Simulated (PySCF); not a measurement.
**Bond curve of ZnBr⁻**

Set-up: Zn def2-TZVPPD, Br def2-TZVPPD; no relativity (PySCF 2.14). Energies in eV from Zn + Br⁻ in their ground configurations at the same level. State: ¹Σ⁺ (singlet), closed shell.

| R (Å) | BHandHLYP | RHF-CCSD(T) | PBE0 |
| --- | --- | --- | --- |
| 2.334 | -0.1609 |  | -0.3399 |
| 2.443 | -0.3196 | -0.4245 | -0.4815 |
| 2.551 | -0.4067 | -0.4999 | -0.5538 |
| 2.633 | -0.4404 | -0.5258 | -0.5777 |
| 2.714 | -0.4557 | -0.5338 | -0.5836 |
| 2.795 | -0.4578 | -0.5294 | -0.5768 |
| 2.904 | -0.4468 | -0.5106 | -0.5547 |
| 3.040 | -0.4198 | -0.4753 | -0.5145 |
| 3.203 | -0.3781 | -0.4259 | -0.4585 |
| 3.420 | -0.3192 |  | -0.3829 |

**Question.** Put a parabola through the three lowest points of the BHandHLYP curve and estimate Re, k and ωe (reduced mass 35.32 u; 1 eV/Å² = 0.16022 mdyn/Å; ωe = 1302.8·√(k/μ) cm⁻¹).

**Answer.** Through R = 2.714, 2.795, 2.904 Å the second-order coefficient is 0.668 eV/Å², so Re ≈ 2.774 Å, k ≈ 0.214 mdyn/Å and ωe ≈ 101 cm⁻¹. A polynomial fit of higher order to the unrounded BHandHLYP energies gives Re = 2.770 Å, k = 0.247 mdyn/Å, ωe = 109 cm⁻¹; anharmonicity and rounding make the difference.

The higher-order fit for each curve: BHandHLYP: Re = 2.770 Å, ωe = 109 cm⁻¹, De = 0.458 eV; RHF-CCSD(T): Re = 2.721 Å, ωe = 118 cm⁻¹, De = 0.53 eV; PBE0: Re = 2.707 Å, ωe = 123 cm⁻¹, De = 0.58 eV.

Correlated steps freeze 14 core orbitals. For an ion De counts to the pair picked by the measured ionisation energies or electron affinities, which need not be the lowest pair at this level.
